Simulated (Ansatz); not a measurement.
cyclo-(Me2SiS)3 (C₆H₁₈S₃Si₃). Charge 0, multiplicity 1. Geometry PBE-D4/def2-SVP; atoms count from 1.

```csv
atom,x (Å),y (Å),z (Å)
Si1,0.8012,1.3254,1.3407
C2,-0.8204,2.2497,1.5812
C3,2.0923,1.8461,2.6045
S4,1.6416,1.8077,-0.6071
Si5,0.7008,0.3291,-1.8960
C6,1.7316,-1.2453,-1.9172
C7,0.6002,1.1169,-3.6004
S8,-1.3693,-0.0500,-1.3256
Si9,-1.1896,-1.3092,0.4397
C10,-2.7764,-1.0362,1.4150
C11,-1.0036,-3.1258,-0.0181
S12,0.5726,-0.8250,1.6205
H13,-0.6257,3.3407,1.5277
H14,-1.2664,2.0125,2.5686
H15,-1.5373,1.9873,0.7789
H16,1.7126,1.6855,3.6341
H17,3.0262,1.2646,2.4751
H18,2.3320,2.9221,2.4800
H19,1.8461,-1.6459,-0.8910
H20,1.2632,-2.0142,-2.5648
H21,2.7417,-1.0105,-2.3116
H22,-0.0470,2.0157,-3.5807
H23,1.6121,1.4239,-3.9359
H24,0.1872,0.3967,-4.3357
H25,-2.8746,0.0179,1.7381
H26,-2.7798,-1.6822,2.3168
H27,-3.6577,-1.2951,0.7923
H28,-0.9255,-3.7453,0.8993
H29,-0.0988,-3.2960,-0.6325
H30,-1.8892,-3.4612,-0.5957
```

Single mean-field runs in def2-TZVP are fitted with def2-universal-jkfit.

(1) Estimate the Mulliken populations of the heavy atoms from the PBE0/def2-TZVP orbitals of Ansatz.

(2) And the Mayer bond orders between heavy atoms (over 0.3)?

Results:

(1) 
```
atom  charge (e)
 Si1        0.42
  C2       -0.47
  C3       -0.48
  S4       -0.34
 Si5        0.42
  C6       -0.47
  C7       -0.48
  S8       -0.33
 Si9        0.36
 C10       -0.46
 C11       -0.46
 S12       -0.33
```
Mulliken values depend strongly on the basis.

(2) Si1–C2 0.99 (1.88 Å); Si1–C3 1.02 (1.88 Å); Si1–S4 1.09 (2.18 Å); Si1–S12 1.06 (2.18 Å); S4–Si5 1.09 (2.18 Å); Si5–C6 0.99 (1.88 Å); Si5–C7 1.02 (1.88 Å); Si5–S8 1.06 (2.18 Å); S8–Si9 1.08 (2.18 Å); Si9–C10 1.01 (1.88 Å); Si9–C11 1.01 (1.88 Å); Si9–S12 1.08 (2.18 Å).
